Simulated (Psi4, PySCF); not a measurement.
The Psi4 input:
```
memory 2 GB

molecule mol {
1 2
  Ga   -0.000000   -0.000000   -0.418933
  F     0.000000    0.000000    1.442992
}

set basis def2-svp
set reference uks
set scf_type pk
set puream true
set d_convergence 1e-8
set dft_radial_points 99
set dft_spherical_points 590

energy('b3lyp')
print_variables()
```

Task: Convert this to an input for PySCF.

Result: This is not unique; one that fits is 
```python
from pyscf import gto, scf, dft

mol = gto.Mole()
mol.atom = '''
    Ga   -0.000000   -0.000000   -0.418933
    F     0.000000    0.000000    1.442992
'''
mol.basis = 'def2-svp'
mol.charge = 1
mol.spin = 1
mol.verbose = 4
mol.build()

mf = dft.UKS(mol)
mf.xc = 'b3lyp'
mf.grids.atom_grid = (99, 590)
mf.grids.prune = None
mf.kernel()
```

Both were run: Psi4 gave -2024.082760 Eh and PySCF -2024.082761 Eh, 0.001 mEh apart.
